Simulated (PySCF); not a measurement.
O2Zr (SMILES [O]=[Zr]=[O]), singlet, at a GFN2-xTB geometry (such geometries of metal compounds can be far from the true shape) (core potentials on Zr), atoms displaced at random by about 0.08 Å a coordinate. Base run: TPSS/def2-SVP, gradient run with PySCF.

Here is a job for PySCF.
```python
from pyscf import gto, scf, dft

mol = gto.Mole()
mol.atom = '''
    Zr    0.22448210   -0.13970334    0.15405246
    O     0.51905977    0.65639178   -1.29695799
    O    -1.70657382    0.15881851    0.30282630
'''
mol.basis = 'def2-svp'
mol.ecp = {'Zr': 'def2-svp'}
mol.verbose = 3
mol.build()

mf = dft.RKS(mol)
mf.xc = 'tpss'
mf.kernel()
g = mf.nuc_grad_method()
grad = g.kernel()
```

The coordinate followed is x of atom 2.

Each row names what was changed in the base input (with any setting that the change needs).

```csv
change,dE/dx (Eh/bohr),net force (Eh/bohr)
base,-0.026348,0.000218
grids.level = 5; grid_response = off,-0.026215,0.000035
conv_tol = 1e-11,-0.026347,0.000218
density fitting = on,-0.026347,0.000218
grids.level = 0; grid_response = off,-0.025439,0.004051
grids.level = 1; grid_response = on,-0.026663,0.000000
density fitting = on; auxbasis_response = off,-0.026310,0.002131
grids.level = 0; grid_response = on,-0.024117,0.000000
grids.level = 1; grid_response = off,-0.026463,0.000454
conv_tol = 1e-6,-0.026374,0.000218
grid_response = on,-0.026216,0.000000
finite difference step (bohr) = 0.01; conv_tol = 1e-11,-0.026217,-
```

The net force is zero for an exact gradient.
